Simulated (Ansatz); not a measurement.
C2H5AlFGa (`F/[C]([GaH2])=[CH]/[AlH2]`): the same geometry under several functionals.

```yaml
crystal:
  periodic: [false, false, false]
  atoms:
    - {symbol: F, position_ang: [0.192444, -2.712830, 0.244996]}
    - {symbol: C, position_ang: [0.120774, -1.367904, 0.130948]}
    - {symbol: Ga, position_ang: [1.607346, -0.188542, 0.469147]}
    - {symbol: C, position_ang: [-0.993972, -0.728711, -0.231537]}
    - {symbol: Al, position_ang: [-0.886846, 1.250604, -0.338318]}
    - {symbol: H, position_ang: [0.948625, 1.289811, 0.183370]}
    - {symbol: H, position_ang: [3.099359, -0.194979, 0.887831]}
    - {symbol: H, position_ang: [-1.875868, -1.339436, -0.440755]}
    - {symbol: H, position_ang: [-1.485591, 2.088256, 0.873638]}
    - {symbol: H, position_ang: [-0.726261, 1.903730, -1.779331]}
basis:
  gaussian: {orbitals: def2-TZVPP}
hamiltonian: {xc: hse06, dispersion: d4}
output: {orbitals: {seedname: orbitals}}
```

```sh
$ ansatz run in.yaml --threads 4 --pin off --events-out ev --progress --plain --max-ram 10444MiB
```

It prints (some lines left out):

```
Functional definition: HSE06
1524 factors; their error is unknown
127 factors; integrals over basis functions are off by at most 4.4e-7 eV
mean field evaluation 1: about -63824.2055 eV, gradient 6.0e1 eV
mean field evaluation 2: about -63795.9470 eV, gradient 1.1e2 eV
mean field evaluation 4: about -63831.8101 eV, gradient 1.0e1 eV
mean field evaluation 8: about -63832.0579 eV, gradient 5.4e-2 eV
mean field evaluation 16: about -63832.2714 eV, gradient 4.5e-5 eV
mean field -63832.27144844 eV, -2345.7927086627 hartree, gradient 4.5e-5 eV, S^2 0.000000; 0 other end points of the search recorded, 0 dependent functions left out
reference -63832.27149845 eV, -2345.7927105003 hartree; 35, 35 occupied and 218, 218 virtual orbitals, 1524 factors
Total energy: -63832.46900939 eV, -2345.7999688937 hartree
```

It took 2.2 s on 4 threads of an Intel Xeon 6975P-C on a shared host, with 0.79 GiB of host memory at the peak.

Changing it to `hamiltonian: {xc: {name: CAM-B3LYP}, dispersion: d4}` (abridged; 2.5 s):

```
Functional definition: CAM-B3LYP
mean field evaluation 16: about -63849.4886 eV, gradient 2.5e-4 eV
mean field -63849.48864415 eV, -2346.4254289348 hartree, gradient 7.8e-5 eV, S^2 0.000000
Total energy: -63849.70477966 eV, -2346.4333717684 hartree
```

Changing it to `hamiltonian: {xc: {name: PBE-QIDH}}` (abridged; 3.7 s):

```
Functional definition: PBE-QIDH
mean field evaluation 16: about -63811.3735 eV, gradient 2.4e-4 eV
mean field -63811.37352978 eV, -2345.0247243169 hartree, gradient 2.7e-6 eV, S^2 0.000000
17 core orbitals not correlated: weight in the atoms' cores, before any rotation towards them, 1.000 or more for the frozen orbitals, at most 0.000 for the correlated occupied ones
second order -27.05770600 eV of doubles, -0.00000000 eV of singles
Total energy: -63820.39278031 eV, -2345.3561756604 hartree
```

The same input with `hamiltonian: {xc: {name: r2SCANh}, dispersion: d4}` (abridged; 3 s):

```
Functional definition: r2SCANh
mean field evaluation 16: about -63843.9453 eV, gradient 1.2e-4 eV
mean field -63843.94527705 eV, -2346.2217139510 hartree, gradient 3.3e-5 eV, S^2 0.000000
Total energy: -63844.00746633 eV, -2346.2239993650 hartree
```

The same input with `hamiltonian: {xc: {name: B3LYP}, dispersion: d4}` and forces (abridged; 2.8 s):

```
Functional definition: B3LYP
mean field evaluation 16: about -63850.1543 eV, gradient 3.0e-4 eV
mean field -63850.15428099 eV, -2346.4498906372 hartree, gradient 4.5e-5 eV, S^2 0.000000
Total energy: -63850.55698003 eV, -2346.4646895540 hartree
Atom 0 force     0.035978    -0.423379     0.039880 eV/Å
Atom 1 force    -0.076825     0.315220    -0.045065 eV/Å
Atom 2 force     0.231519     0.047689     0.062899 eV/Å
Atom 3 force    -0.133072    -0.031447    -0.034802 eV/Å
Atom 4 force    -0.093212     0.191430    -0.039427 eV/Å
Atom 5 force     0.000331    -0.046776     0.002706 eV/Å
Atom 6 force    -0.024333     0.002204    -0.006348 eV/Å
Atom 7 force     0.055192     0.043861     0.012673 eV/Å
Atom 8 force     0.028515    -0.055957    -0.085673 eV/Å
Atom 9 force    -0.024092    -0.042846     0.093156 eV/Å
Dipole moment:     0.407425    -0.093864     0.122291 e Å
```

Changing it to `hamiltonian: {xc: {name: B2PLYP}}` (abridged; 3.5 s):

```
Functional definition: B2PLYP
mean field evaluation 16: about -63823.5282 eV, gradient 6.2e-4 eV
mean field -63823.52816586 eV, -2345.4713989543 hartree, gradient 6.5e-6 eV, S^2 0.000000
17 core orbitals not correlated: weight in the atoms' cores, before any rotation towards them, 1.000 or more for the frozen orbitals, at most 0.000 for the correlated occupied ones
second order -29.25949507 eV of doubles, -0.00000000 eV of singles
Total energy: -63831.42842090 eV, -2345.7617279718 hartree
```

HSE06 is the plane-wave form, built on full-range PBE exchange.

B3LYP takes the VWN-RPA correlation (the form of Gaussian; ORCA's B3LYP/G).
